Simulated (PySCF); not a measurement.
C5H9N, SMILES C#C[C@@H](C)CN.

Geometry: PBE-D3(BJ)/def2-SVP. The structure was generated by enumeration; whether it is a known compound was not checked. Other conformers were not sampled.

Method: PBE-D3(BJ)/def2-SVP in PySCF 2.14.0.

Harmonic, unscaled wavenumbers; measured fundamentals usually lie a few per cent lower.

| mode | ν (cm⁻¹) | IR (km/mol) | moving atoms (share of kinetic energy) |
|---|---|---|---|
| 1 | 113 | 0.5 | N 39 %, C 37 %, H 23 % |
| 2 | 167 | 1.7 | C 58 %, H 35 % |
| 3 | 201 | 4.6 | H 62 %, C 35 % |
| 4 | 229 | 1.7 | H 64 %, C 24 %, N 12 % |
| 5 | 259 | 56.5 | H 83 %, C 13 % |
| 6 | 313 | 1.6 | C 50 %, H 37 %, N 13 % |
| 7 | 404 | 2.5 | C 62 %, H 26 %, N 12 % |
| 8 | 527 | 6.8 | C 82 %, H 17 % |
| 9 | 620 | 7.6 | C 66 %, H 28 % |
| 10 | 639 | 43.8 | H 78 %, C 22 % |
| 11 | 646 | 37.5 | H 79 %, C 21 % |
| 12 | 762 | 0.4 | C 66 %, H 31 % |
| 13 | 815 | 112.6 | H 79 %, N 14 % |
| 14 | 902 | 1.7 | H 54 %, C 44 % |
| 15 | 920 | 13.3 | H 52 %, C 42 % |
| 16 | 975 | 7.9 | H 62 %, C 33 % |
| 17 | 1049 | 3.6 | H 58 %, C 32 %, N 10 % |
| 18 | 1097 | 4.0 | H 54 %, C 42 % |
| 19 | 1123 | 5.3 | H 51 %, C 36 %, N 12 % |
| 20 | 1143 | 0.7 | H 58 %, C 36 % |
| 21 | 1238 | 0.2 | H 77 %, C 21 % |
| 22 | 1289 | 6.3 | H 57 %, C 42 % |
| 23 | 1299 | 5.3 | H 77 %, C 19 % |
| 24 | 1328 | 6.0 | H 76 %, C 24 % |
| 25 | 1365 | 9.7 | H 70 %, C 27 % |
| 26 | 1408 | 6.2 | H 96 % |
| 27 | 1424 | 5.0 | H 95 % |
| 28 | 1437 | 4.7 | H 92 % |
| 29 | 1573 | 28.7 | H 92 % |
| 30 | 2155 | 7.2 | C 91 %, H 9 % |
| 31 | 2873 | 88.7 | H 93 % |
| 32 | 2958 | 15.2 | H 92 % |
| 33 | 2982 | 18.0 | H 97 % |
| 34 | 2990 | 36.1 | H 92 %, C 8 % |
| 35 | 3073 | 17.4 | H 91 %, C 9 % |
| 36 | 3095 | 5.7 | H 90 %, C 10 % |
| 37 | 3403 | 0.6 | H 95 % |
| 38 | 3408 | 69.8 | H 86 %, C 14 % |
| 39 | 3493 | 2.0 | H 92 %, N 8 % |
